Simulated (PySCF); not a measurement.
Harmonic spectrum computed at PBE0 in the def2-TZVP basis family (core potentials from Rb on, PySCF, no spin–orbit coupling):

| ω (cm⁻¹) | IR (km/mol) |
| --- | --- |
| 515 | 75.3 |
| 1651 | 361 |
| 1690 | 97.1 |

Task: Which molecule gave it? In each, all ligands are bound to the one heavy central atom.
A. BrH₂⁺ (singlet)
B. YH₂⁺ (singlet)
C. BH₂⁺ (singlet)
D. LuH₂⁺ (singlet)

Result: B. It has C2v symmetry with Y–H 1.882 Å (×2).
